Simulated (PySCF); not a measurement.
GaCl3, SMILES [Cl][Ga]([Cl])[Cl].

Geometry: B3LYP-D3(BJ)/def2-SVP. The isomer is the one that the SMILES or the coordinates give; other isomers of the formula were not compared.

Two levels are set side by side: PBE/def2-TZVPD (PySCF) and r2SCAN/def2-TZVPD (PySCF). Same geometry, gas phase. Differences are taken from unrounded values.

```tsv
quantity	r2SCAN	PBE	PBE minus r2SCAN
orbital gap (eV)	5.50	4.86	-0.65
highest occupied level (eV)	-8.43	-8.08	0.35
lowest empty level (eV)	-2.93	-3.22	-0.29
mean polarisability (bohr³)	69.9	72.7	2.8
```

Rough cost on one machine, each run with all the roots and properties that it gave: r2SCAN against PBE about 3 times.
